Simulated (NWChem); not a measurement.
System: CH3BrMg; SMILES [CH3][Mg][Br]

```xyz
6

Mg    -0.0070    -1.1225    -0.0003
Br     0.0363     1.2424     0.0004
C     -0.0455    -3.2026    -0.0003
H     -0.3058    -3.6026    -0.9945
H     -0.7873    -3.5934     0.7160
H      0.9345    -3.6250     0.2778
```
Atoms are numbered in this order, from 1.

Level: PBE0/def2-SVP (NWChem), optimised geometry, unscaled harmonic frequencies. This build's default masses of Se (78.918 u) and Br (79.917 u) are each other's, which moves their modes by up to 0.6 %.

| frequency (cm⁻¹) | IR intensity (km/mol) |
|---|---|
| 116 | 24.0 |
| 116 | 24.0 |
| 297 | 11.7 |
| 594 | 86.7 |
| 594 | 86.7 |
| 604 | 64.8 |
| 1145 | 0.1 |
| 1422 | 0.0 |
| 1422 | 0.0 |
| 3043 | 11.6 |
| 3147 | 5.0 |
| 3148 | 5.0 |

```yaml
zero_point_energy: 22.4 kcal/mol
thermal correction to the enthalpy at 298.15 K (with zero-point energy): 26.2 kcal/mol
heat capacity Cv: 15.1 cal/(mol K)
entropy at 298.15 K and 1 atm (symmetry number 3): 71.4 cal/(mol K)
dipole_moment: 2.12 D
```

Rigid rotor and harmonic oscillator.
